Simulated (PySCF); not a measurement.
**Continuum solvent and chemical shifts**

Mapped SMILES: `[CH3:1]/[N:2]=[CH:3]\[c:4]1[cH:5][cH:6][n:7][cH:8][c:9]1[CH3:10]`; H(Xn) means a hydrogen on atom n.

GIAO PBE0/pcSseg-1 in PySCF 2.14 on one PBE0-D3(BJ)/def2-SVP conformer, non-relativistic, equivalent nuclei averaged. Solvents enter as an IEF-PCM continuum (cyclohexane with ε = 2.0, water with ε = 78.4) around the gas-phase geometry. Shifts are referred to TMS computed in the same medium.

Gas phase, δ in ppm: C3 165.7, C8 157.8, C6 153.0, C4 143.5, C9 135.6, C5 126.2, C1 42.8, C10 18.1, H(C8) 8.71, H(C6) 8.68, H(C3) 8.60, H(C5) 6.78, H(C1) 3.55, H(C10) 2.29. Dipole moment 0.78 D.

Task: How does each δ change in the continuum?

Result: 
```json
{"atoms": "C3", "environment": "C=N carbon", "Δδ, cyclohexane": "+1.4", "Δδ, water": "+3.8"}
{"atoms": "C8", "environment": "aromatic CH next to a ring nitrogen", "Δδ, cyclohexane": "+0.3", "Δδ, water": "+0.7"}
{"atoms": "C6", "environment": "aromatic CH next to a ring nitrogen", "Δδ, cyclohexane": "+0.3", "Δδ, water": "+0.7"}
{"atoms": "C4", "environment": "substituted aromatic carbon", "Δδ, cyclohexane": "+1.0", "Δδ, water": "+2.7"}
{"atoms": "C9", "environment": "substituted aromatic carbon", "Δδ, cyclohexane": "+1.6", "Δδ, water": "+4.3"}
{"atoms": "C5", "environment": "aromatic CH", "Δδ, cyclohexane": "+1.0", "Δδ, water": "+2.9"}
{"atoms": "C1", "environment": "methyl carbon bonded to N", "Δδ, cyclohexane": "+0.4", "Δδ, water": "+1.1"}
{"atoms": "C10", "environment": "methyl carbon on an aromatic ring", "Δδ, cyclohexane": "+0.2", "Δδ, water": "+0.6"}
{"atoms": "H(C8)", "environment": "hydrogen on an aromatic CH next to a ring nitrogen", "Δδ, cyclohexane": "+0.02", "Δδ, water": "+0.04"}
{"atoms": "H(C6)", "environment": "hydrogen on an aromatic CH next to a ring nitrogen", "Δδ, cyclohexane": "+0.01", "Δδ, water": "+0.03"}
{"atoms": "H(C3)", "environment": "hydrogen on a C=N carbon", "Δδ, cyclohexane": "+0.02", "Δδ, water": "+0.06"}
{"atoms": "H(C5)", "environment": "hydrogen on an aromatic CH", "Δδ, cyclohexane": "+0.15", "Δδ, water": "+0.42"}
{"atoms": "H(C1)", "environment": "hydrogen on a methyl carbon bonded to N", "Δδ, cyclohexane": "+0.02", "Δδ, water": "+0.05"}
{"atoms": "H(C10)", "environment": "hydrogen on a methyl carbon on an aromatic ring", "Δδ, cyclohexane": "+0.05", "Δδ, water": "+0.12"}
```

Changes are relative to the gas phase. The dipole moment becomes 0.92 D in cyclohexane, 1.13 D in water.

Task: Which nuclei move most (in ppm), and what does the model miss?

Result: C9 (substituted aromatic carbon, +4.3 ppm) in water. A continuum only polarises the solute; specific hydrogen bonds, the anisotropy of aromatic solvents and changes of geometry or conformer are outside it.
